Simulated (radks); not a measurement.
Ionisation ladder of mercury, from Hg22+ to Hg43+. Each ion is in the ground configuration listed by NIST, and IE = E(next ion) - E(this ion). Method: scalar-relativistic Kohn-Sham, PBE, spin-polarised, spherical densities, finite nucleus; open shells are filled with parallel spins first (spin-orbit coupling, left out, can overturn this in heavy ions); Fermi nuclear charge, rms radius 5.4648 fm; computed with a radial shooting solver on a logarithmic mesh with Libxc functionals.

species   configuration  IE, Delta-SCF (eV)  -e(HOMO) (eV)     HOMO  <r> HOMO (bohr)  IE, NIST (eV)    kind  error (eV)
Hg22+    [Kr] 4d10 4f12              665.23         642.04  4f down            0.440            650  theory       +15.2
Hg23+    [Kr] 4d10 4f11              712.56         688.83  4f down            0.433            710  theory        +2.6
Hg24+    [Kr] 4d10 4f10              760.99         736.73  4f down            0.427            760  theory        +1.0
Hg25+     [Kr] 4d10 4f9              810.49         785.71  4f down            0.421            820  theory        -9.5
Hg26+     [Kr] 4d10 4f8              861.01         835.74  4f down            0.415            880  theory       -19.0
Hg27+     [Kr] 4d10 4f7              925.49         899.25    4f up            0.407            930  theory        -4.5
Hg28+     [Kr] 4d10 4f6              979.01         952.26    4f up            0.401            990  theory       -11.0
Hg29+     [Kr] 4d10 4f5              1033.6         1006.3    4f up            0.396           1050  theory       -16.4
Hg30+     [Kr] 4d10 4f4              1089.1         1061.4    4f up            0.391           1110  theory       -20.9
Hg31+     [Kr] 4d10 4f3              1145.6         1117.5    4f up            0.386           1160  theory       -14.4
Hg32+     [Kr] 4d10 4f2              1203.1         1174.5    4f up            0.382           1220  theory       -16.9
Hg33+     [Kr] 4d10 4f1              1261.6         1232.5    4f up            0.377           1280  theory       -18.4
Hg34+         [Kr] 4d10              1560.8         1533.8       4d            0.395           1549  theory       +11.8
Hg35+          [Kr] 4d9              1617.0         1589.8  4d down            0.392           1603  theory       +14.0
Hg36+          [Kr] 4d8              1673.6         1646.2  4d down            0.389           1661  theory       +12.6
Hg37+          [Kr] 4d7              1730.5         1703.0  4d down            0.387           1723  theory        +7.5
Hg38+          [Kr] 4d6              1787.7         1760.1  4d down            0.384           1780  theory        +7.7
Hg39+          [Kr] 4d5              1860.7         1832.2    4d up            0.381           1839  theory       +21.7
Hg40+          [Kr] 4d4              1920.1         1891.4    4d up            0.378           1928  theory        -7.9
Hg41+          [Kr] 4d3              1979.9         1951.0    4d up            0.376           1989  theory        -9.1
Hg42+          [Kr] 4d2              2040.0         2011.0    4d up            0.373           2052  theory       -12.0
Hg43+          [Kr] 4d1              2100.4         2071.3    4d up            0.371           2113  theory       -12.6

Reference values: NIST Atomic Spectra Database (exp. = measured, semi-emp. = semi-empirical, theory = theoretical value adopted there). The ionisation energy per charge of the ion left behind rises most, in proportion, at Hg34+ ([Kr] 4d10), from 37.104 to 44.594 eV. Open shells are spherical and high-spin; term and fine-structure splittings are not resolved. Spin-orbit splitting is averaged out at the scalar-relativistic level.
